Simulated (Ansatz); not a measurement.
Harmonic frequencies (cm⁻¹) at PBE0-D4/def2-TZVP from Ansatz: 61, 94, 97, 222, 289, 418, 420, 527, 536, 575, 714, 770, 796, 804, 884, 884, 1224, 1454, 1455, 1919, 1921, 2136, 2145, 2149, 3069, 3166, 3167.

Task: Which molecule is it?
A. `[SeH][Sn]([SeH])([SeH])[SeH]`
B. `[CH3][SnH2][GeH3]`
C. `C[S][SnH]([F])[F]`
D. `[CH3][Sn]([CH3])([Cl])[Cl]`

Result: B.
